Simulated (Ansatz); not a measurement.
Cost and result for the atomization energy of `OB(F)[S][SnH3]` (9 atoms, 8 bonds).

Cartesian coordinates in Å:
```
O 0.3116 -1.8973 0.5342
B -0.2840 -1.6459 -0.6485
F -0.6193 -2.7026 -1.3780
S -0.7052 -0.0372 -1.4065
Sn 0.0565 1.5920 0.1875
H 0.5448 -1.1191 1.0487
H 1.2479 2.5551 -0.5503
H -1.2788 2.5140 0.6955
H 0.7265 0.7409 1.5175
```

Total charge 0; spin multiplicity 1. Correlated methods include outer-core shells of Sn, which these sets cover unevenly. Sn: def2 effective core potential. All single points use the PBE0-D4/def2-TZVP geometry. It is one conformer, not always the lowest. Program: Ansatz. All runs use 4 threads of an Arm Neoverse V2 on a shared host. Times are those of one run each, without the atoms' runs, and a repeat can differ threefold. Electronic energies, without spin–orbit coupling; frozen cores. CCSD(T)/CBS adds CCSD(T) − MP2 in def2-TZVPP to the MP2 limit, and its time is that of the two runs behind it. T1 = 0.013. With those shells the extrapolation isn't a true limit. HSE06 is the plane-wave form, built on full-range PBE exchange.

CCSD(T)/CBS is a level of theory with its own doubt, some kJ/mol a heavy atom from the limit and from the frozen cores, so smaller differences don't rank the functionals.

| level | functions | wall time |
| --- | --- | --- |
| revPBE-D4/def2-TZVPP | 241 | 1.9 s |
| PBE-D4/def2-TZVPP (with forces) | 241 | 2.5 s |
| PBE0-D4/def2-TZVPP | 241 | 3.3 s |
| BHLYP-D4/def2-TZVPP | 241 | 3.5 s |
| HSE06-D4/def2-TZVPP | 241 | 3.5 s |
| CAM-B3LYP-D4/def2-TZVPP | 241 | 3.5 s |
| PBE-QIDH/def2-TZVPP | 241 | 5.5 s |
| B2PLYP/def2-TZVPP | 241 | 6 s |
| CCSD(T)/def2-SVP | 106 | 7.5 s |
| B97M-V/def2-TZVPP | 241 | 9.5 s |
| MP2/def2-QZVPP | 443 | 18 s |
| CCSD(T)/def2-TZVPP | 241 | 3.7 min |
| CCSD(T)/CBS(def2) | – | 4 min |

Q: What atomization energy does each give, and how far from CCSD(T)/CBS? (Best estimate.)

A: Computed: 
| level | atomization (kJ/mol) | difference from CCSD(T)/CBS | per bond |
| --- | --- | --- | --- |
| revPBE-D4/def2-TZVPP | 3060.5 | -55.2 | -6.9 |
| PBE-D4/def2-TZVPP (with forces) | 3154.5 | 38.8 | 4.8 |
| PBE0-D4/def2-TZVPP | 3088.7 | -27.0 | -3.4 |
| BHLYP-D4/def2-TZVPP | 2989.9 | -125.8 | -15.7 |
| HSE06-D4/def2-TZVPP | 3090.0 | -25.7 | -3.2 |
| CAM-B3LYP-D4/def2-TZVPP | 3110.6 | -5.1 | -0.6 |
| PBE-QIDH/def2-TZVPP | 3073.3 | -42.4 | -5.3 |
| B2PLYP/def2-TZVPP | 3055.4 | -60.3 | -7.5 |
| CCSD(T)/def2-SVP | 2906.3 | -209.4 | -26.2 |
| B97M-V/def2-TZVPP | 3159.0 | 43.3 | 5.4 |
| MP2/def2-QZVPP | 3139.7 | 24.0 | 3.0 |
| CCSD(T)/def2-TZVPP | 3027.1 | -88.6 | -11.1 |
| CCSD(T)/CBS(def2) | 3115.7 | 0.0 | 0.0 |

In def2-TZVPP, CCSD(T) changes the Hartree–Fock value by +794.8 kJ/mol (the triples alone add +55.8 kJ/mol) and MP2 by +854.8 kJ/mol; breaking electron pairs costs correlation energy, which Hartree–Fock lacks. From BLYP to BHLYP (50 % exact exchange), in def2-TZVPP and without D4, the atomization energy moves by −78.1 kJ/mol: exact exchange takes away binding that semilocal exchange gives to molecules. At CCSD(T), def2-SVP lies −209.5 kJ/mol from the extrapolated value and def2-TZVPP −88.6 kJ/mol: correlation converges slowly with the basis, and small sets miss more of it in the bonded molecule than in its fragments.

Spin–orbit coupling would lower the free Sn atoms strongly, and the atomization energy with them, by more than many differences here. For some Ge, Se and Sn compounds the MP2-based and the directly extrapolated limit differ by 10 to 25 kJ/mol.
